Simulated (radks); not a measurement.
Results of a calculation; reference values are marked as such.
Fe2+, configuration [Ar] 3d5.5 4s0.5 (fractional occupations, a model configuration). Code: a radial shooting solver on a logarithmic mesh with Libxc functionals. Model: non-relativistic Kohn-Sham, PBE, spin-unpolarised, spherical densities, point nucleus. Some entries of the table are withheld. Estimate them.

orbital  occ.  eigenvalue (eV)  <r^2> (bohr^2)  r(max) (bohr)
1s          2        -6955.362        0.004691        0.03896
2s          2        -828.4387         0.08602         0.2252
2p          6        -717.9342             (1)         0.1810
3s          2        -113.7760             (2)         0.7075
3p          6         -81.3783          0.8622         0.7151
3d        5.5              (3)           1.386         0.7024
4s        0.5         -21.0334           6.982          2.159

Answer. 
(1) 2p <r^2> (bohr^2): 0.06880
(2) 3s <r^2> (bohr^2): 0.7696
(3) 3d eigenvalue (eV): -28.9059
